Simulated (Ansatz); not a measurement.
Ga4As5⁻. The state is a triplet with charge -1. Geometry PBE-D4/def2-SVP; atoms count from 1.

```xyz
9

Ga   -1.628    1.835    1.516
Ga    0.937   -2.017   -1.134
Ga   -1.437   -0.164   -0.498
Ga    2.508   -0.017    0.458
As   -1.280   -2.136   -1.829
As    0.617    1.375   -0.458
As    0.524    2.792    1.550
As   -3.378    0.514    0.795
As    3.136   -2.181   -0.399
```

At PBE-D4/def2-SVP a singlet of charge -1 lies 0.39 eV below the triplet, each at its own geometry. The structure comes from a short search, and lower isomers may exist.

(1) Estimate the Mulliken populations from the PBE/def2-SVP orbitals of Ansatz.

(2) Where does the spin sit?

(3) And the Mayer bond orders between heavy atoms (over 0.3)?

Results:

(1) 
```tsv
atom	charge (e)	spin (α − β)
Ga1	-0.07	-0.06
Ga2	-0.07	0.11
Ga3	0.03	0.01
Ga4	-0.03	0.53
As5	-0.16	0.16
As6	-0.22	0.19
As7	-0.11	0.59
As8	-0.17	0.23
As9	-0.19	0.24
```
Mulliken values depend strongly on the basis.

(2) Summed by element: Ga 0.59, As 1.41, of 2 unpaired in all. Largest on single atoms: As7 0.59, Ga4 0.53, As9 0.24.

(3) Ga1–As7 1.07 (2.36 Å); Ga1–As8 1.34 (2.31 Å); Ga2–Ga4 0.30 (3.00 Å); Ga2–As5 1.23 (2.33 Å); Ga2–As9 1.24 (2.32 Å); Ga3–As5 1.12 (2.38 Å); Ga3–As6 0.66 (2.57 Å); Ga3–As8 0.99 (2.43 Å); Ga4–As6 0.73 (2.52 Å); Ga4–As9 1.15 (2.41 Å); As6–As7 1.02 (2.46 Å).
